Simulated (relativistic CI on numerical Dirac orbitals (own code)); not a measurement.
Computed by Dirac-Coulomb-Breit CI, separate exchange-only KLI orbitals for each configuration, model QED (radiative potential, 1s self-energy scaled to tabulated hydrogen-like ionisation energies), unscaled Slater integrals (own radial code, finite nucleus).

The strongest absorption lines from the ground level of an ion, among the configurations computed and to levels below about 2660 eV (vacuum wavelength in nm, gf): 0.67885 (0.066), 0.69302 (0.064), 0.95838 (0.16), 1.0112 (0.21), 4.8929 (1.1), 11.248 (0.22).

Which ion is it?
A. Lu XLIII
B. Au LI
C. Bi LV
D. Au XLIX

B. Au LI has 29 electrons and the ground level 3d¹⁰4s ²S1/2; the strongest line goes to 3d¹⁰4p ²P°3/2. The pattern of lines fixes the number of electrons, and along that sequence the line energies rise steadily with the charge (about as its square where n changes within one kind of shell, about linearly where n is kept but much faster in heavy ions where fine structure, which grows about as Z⁴, sets the gap, and irregularly where shells cross), which fixes Z. Configurations outside the model, such as inner-shell arrays, can give stronger lines. At this charge energies of transitions that change n are usually good to better than 1 %, and those within a shell (Δn = 0) to a few per cent.

LS names give the leading component of a level, which can be under half, so a name can repeat, a term be missing and a line seem to break the LS rules.
